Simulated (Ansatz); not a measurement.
TIPS-pentacene, `CC(C)[Si](C#Cc1c2cc3ccccc3cc2c(C#C[Si](C(C)C)(C(C)C)C(C)C)c2cc3ccccc3cc12)(C(C)C)C(C)C`. Total charge 0; triplet. Geometry PBE-D4/def2-SVP, that of the neutral singlet; atoms count from 1.

```xyz
100

C    -4.069    1.032    4.996
C    -4.567   -0.415    5.147
C    -5.160   -0.667    6.543
Si   -3.264   -1.740    4.652
C    -2.294   -1.080    3.230
C    -1.620   -0.702    2.261
C    -0.843   -0.299    1.149
C     0.071   -1.230    0.556
C     0.216   -2.544    1.059
C     1.109   -3.463    0.491
C     1.259   -4.797    0.999
C     2.147   -5.678    0.419
C     2.939   -5.277   -0.706
C     2.826   -4.005   -1.226
C     1.914   -3.055   -0.652
C     1.774   -1.755   -1.156
C     0.872   -0.823   -0.589
C     0.733    0.500   -1.120
C     1.504    0.892   -2.240
C     2.173    1.234   -3.225
Si    3.168    1.751   -4.689
C     4.776    2.539   -4.003
C     5.678    3.109   -5.109
C     5.535    1.569   -3.085
C     2.119    3.044   -5.638
C     0.760    2.463   -6.063
C     1.943    4.331   -4.816
C     3.561    0.194   -5.747
C     3.861    0.559   -7.212
C     2.493   -0.908   -5.647
C    -0.184    1.429   -0.529
C    -0.339    2.739   -1.039
C    -1.232    3.658   -0.470
C    -1.393    4.988   -0.986
C    -2.279    5.869   -0.403
C    -3.058    5.472    0.734
C    -2.934    4.204    1.261
C    -2.024    3.255    0.684
C    -1.876    1.958    1.193
C    -0.979    1.025    0.621
C    -4.170   -3.330    4.051
C    -4.583   -4.246    5.217
C    -3.407   -4.109    2.967
C    -2.008   -2.118    6.053
C    -0.963   -3.153    5.601
C    -1.331   -0.841    6.576
H    -3.686    1.231    3.975
H    -4.889    1.756    5.198
H    -3.247    1.264    5.704
H    -5.380   -0.567    4.398
H    -4.394   -0.556    7.340
H    -5.969    0.061    6.770
H    -5.595   -1.682    6.644
H    -0.396   -2.847    1.922
H     0.646   -5.100    1.864
H     2.254   -6.699    0.817
H     3.642   -5.996   -1.155
H     3.432   -3.692   -2.091
H     2.381   -1.441   -2.018
H     4.413    3.385   -3.376
H     5.144    3.827   -5.766
H     6.084    2.304   -5.757
H     6.552    3.643   -4.676
H     5.918    0.690   -3.648
H     4.892    1.186   -2.266
H     6.417    2.062   -2.621
H     2.699    3.292   -6.558
H     0.866    1.578   -6.724
H     0.156    3.217   -6.613
H     0.168    2.144   -5.179
H     2.910    4.816   -4.572
H     1.425    4.123   -3.855
H     1.327    5.075   -5.366
H     4.499   -0.205   -5.296
H     4.657    1.325   -7.308
H     2.959    0.954   -7.725
H     4.192   -0.335   -7.784
H     2.800   -1.810   -6.220
H     1.518   -0.574   -6.061
H     2.308   -1.216   -4.598
H     0.264    3.039   -1.909
H    -0.793    5.287   -1.860
H    -2.394    6.886   -0.806
H    -3.758    6.192    1.185
H    -3.529    3.894    2.134
H    -2.471    1.647    2.064
H    -5.102   -2.933    3.583
H    -5.192   -5.102    4.854
H    -3.697   -4.675    5.732
H    -5.184   -3.717    5.985
H    -4.010   -4.968    2.599
H    -3.157   -3.470    2.096
H    -2.452   -4.525    3.353
H    -2.609   -2.564    6.880
H    -0.235   -3.363    6.415
H    -0.384   -2.781    4.729
H    -1.421   -4.120    5.310
H    -0.588   -1.082    7.368
H    -2.056   -0.125    7.012
H    -0.788   -0.314    5.763
```

Single mean-field runs in def2-SVP are fitted with def2-universal-jkfit. At PBE0-D4/def2-SVP a singlet of charge 0 lies 0.65 eV below the triplet at the same geometry.

Problem. Estimate the Mulliken populations of the heavy atoms from the PBE0/def2-SVP orbitals of Ansatz.

Solution. 
```json
{"atom": "C1", "charge (e)": "-0.05", "spin (α − β)": "0.00"}
{"atom": "C2", "charge (e)": "-0.38", "spin (α − β)": "0.00"}
{"atom": "C3", "charge (e)": "-0.04", "spin (α − β)": "0.00"}
{"atom": "Si4", "charge (e)": "0.61", "spin (α − β)": "-0.01"}
{"atom": "C5", "charge (e)": "-0.48", "spin (α − β)": "0.28"}
{"atom": "C6", "charge (e)": "0.14", "spin (α − β)": "-0.20"}
{"atom": "C7", "charge (e)": "0.03", "spin (α − β)": "0.53"}
{"atom": "C8", "charge (e)": "0.03", "spin (α − β)": "-0.13"}
{"atom": "C9", "charge (e)": "-0.06", "spin (α − β)": "0.25"}
{"atom": "C10", "charge (e)": "0.04", "spin (α − β)": "0.00"}
{"atom": "C11", "charge (e)": "-0.02", "spin (α − β)": "0.04"}
{"atom": "C12", "charge (e)": "-0.02", "spin (α − β)": "0.05"}
{"atom": "C13", "charge (e)": "-0.02", "spin (α − β)": "0.05"}
{"atom": "C14", "charge (e)": "-0.02", "spin (α − β)": "0.04"}
{"atom": "C15", "charge (e)": "0.04", "spin (α − β)": "0.00"}
{"atom": "C16", "charge (e)": "-0.06", "spin (α − β)": "0.25"}
{"atom": "C17", "charge (e)": "0.03", "spin (α − β)": "-0.14"}
{"atom": "C18", "charge (e)": "0.03", "spin (α − β)": "0.54"}
{"atom": "C19", "charge (e)": "0.13", "spin (α − β)": "-0.20"}
{"atom": "C20", "charge (e)": "-0.45", "spin (α − β)": "0.28"}
{"atom": "Si21", "charge (e)": "0.57", "spin (α − β)": "-0.01"}
{"atom": "C22", "charge (e)": "-0.37", "spin (α − β)": "0.01"}
{"atom": "C23", "charge (e)": "-0.04", "spin (α − β)": "0.00"}
{"atom": "C24", "charge (e)": "-0.04", "spin (α − β)": "0.00"}
{"atom": "C25", "charge (e)": "-0.37", "spin (α − β)": "0.00"}
{"atom": "C26", "charge (e)": "-0.04", "spin (α − β)": "0.00"}
{"atom": "C27", "charge (e)": "-0.05", "spin (α − β)": "0.00"}
{"atom": "C28", "charge (e)": "-0.38", "spin (α − β)": "0.00"}
{"atom": "C29", "charge (e)": "-0.04", "spin (α − β)": "0.00"}
{"atom": "C30", "charge (e)": "-0.04", "spin (α − β)": "0.00"}
{"atom": "C31", "charge (e)": "0.03", "spin (α − β)": "-0.13"}
{"atom": "C32", "charge (e)": "-0.07", "spin (α − β)": "0.25"}
{"atom": "C33", "charge (e)": "0.04", "spin (α − β)": "0.00"}
{"atom": "C34", "charge (e)": "-0.02", "spin (α − β)": "0.04"}
{"atom": "C35", "charge (e)": "-0.02", "spin (α − β)": "0.05"}
{"atom": "C36", "charge (e)": "-0.02", "spin (α − β)": "0.05"}
{"atom": "C37", "charge (e)": "-0.02", "spin (α − β)": "0.04"}
{"atom": "C38", "charge (e)": "0.05", "spin (α − β)": "0.00"}
{"atom": "C39", "charge (e)": "-0.06", "spin (α − β)": "0.26"}
{"atom": "C40", "charge (e)": "0.04", "spin (α − β)": "-0.14"}
{"atom": "C41", "charge (e)": "-0.38", "spin (α − β)": "0.01"}
{"atom": "C42", "charge (e)": "-0.04", "spin (α − β)": "0.00"}
{"atom": "C43", "charge (e)": "-0.04", "spin (α − β)": "0.00"}
{"atom": "C44", "charge (e)": "-0.38", "spin (α − β)": "0.01"}
{"atom": "C45", "charge (e)": "-0.04", "spin (α − β)": "0.00"}
{"atom": "C46", "charge (e)": "-0.04", "spin (α − β)": "0.00"}
```
Mulliken values depend strongly on the basis.

Problem. Where does the spin sit?

Solution. Summed by element: C 2.09, Si -0.02, H -0.06, of 2 unpaired in all. Largest on single atoms: C18 0.54, C7 0.53, C20 0.28.

Problem. And the Mayer bond orders between heavy atoms (over 0.3, the first 40 of 50)?

Solution. C1–C2 1.05 (1.54 Å); C2–C3 1.04 (1.54 Å); C2–Si4 0.96 (1.92 Å); Si4–C5 0.89 (1.84 Å); Si4–C41 0.95 (1.93 Å); Si4–C44 0.97 (1.92 Å); C5–C6 2.56 (1.24 Å); C6–C7 1.01 (1.42 Å); C7–C8 1.18 (1.43 Å); C7–C40 1.17 (1.43 Å); C8–C9 1.40 (1.42 Å); C8–C17 1.14 (1.46 Å); C9–C10 1.23 (1.40 Å); C10–C11 1.26 (1.44 Å); C10–C15 1.21 (1.46 Å); C11–C12 1.48 (1.38 Å); C12–C13 1.27 (1.43 Å); C13–C14 1.48 (1.38 Å); C14–C15 1.26 (1.44 Å); C15–C16 1.23 (1.40 Å); C16–C17 1.40 (1.41 Å); C17–C18 1.18 (1.43 Å); C18–C19 1.00 (1.42 Å); C18–C31 1.18 (1.43 Å); C19–C20 2.57 (1.24 Å); C20–Si21 0.89 (1.84 Å); Si21–C22 0.98 (1.92 Å); Si21–C25 0.97 (1.92 Å); Si21–C28 0.95 (1.92 Å); C22–C23 1.04 (1.54 Å); C22–C24 1.04 (1.54 Å); C25–C26 1.04 (1.54 Å); C25–C27 1.04 (1.54 Å); C28–C29 1.04 (1.54 Å); C28–C30 1.05 (1.54 Å); C31–C32 1.41 (1.41 Å); C31–C40 1.14 (1.46 Å); C32–C33 1.24 (1.40 Å); C33–C34 1.26 (1.44 Å); C33–C38 1.21 (1.46 Å).
